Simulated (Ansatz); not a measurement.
A series at Si: from `O[SiH](O)O[Si](O)(F)F`, ligands are replaced one by one, each step taking up H₂ and setting free H₂O; n counts the steps. Ansatz, PBE0-D4/def2-TZVP geometries. Each molecule was computed in one conformer, which needn't be the lowest.

| n | molecule | HOMO energy, ωB97M-V/def2-TZVPP (eV) |
| --- | --- | --- |
| 0 | `O[SiH](O)O[Si](O)(F)F` | -11.77 |
| 1 | `O[SiH](O)O[SiH](F)F` | ? |
| 2 | `O[SiH2]O[SiH](F)F` | -11.52 |
| 3 | `F[SiH](F)O[SiH3]` | -11.78 |

**Question.** By hand: fit a straight line y = ȳ + b (n − n̄) to the 3 given rows and predict n = 1.

**Answer.** n̄ = 1.667, ȳ = -11.690; Σ(n − n̄)(y − ȳ) = 0.070, Σ(n − n̄)² = 4.667, so b = 0.015 eV a step. Prediction: -11.690 + (0.015) × (-0.667) = -11.70 eV.

**Question.** By hand: compare with the computed value, -11.90 eV, and give the steps along the whole series.

**Answer.** The line misses by -0.20 eV (computed minus predicted). Steps: -0.13, 0.38, -0.26 eV.

The steps change sign along the series, so a line is a poor guide. The highest orbital can change its character along such a series. The miss is 52.6 % of the series' range.
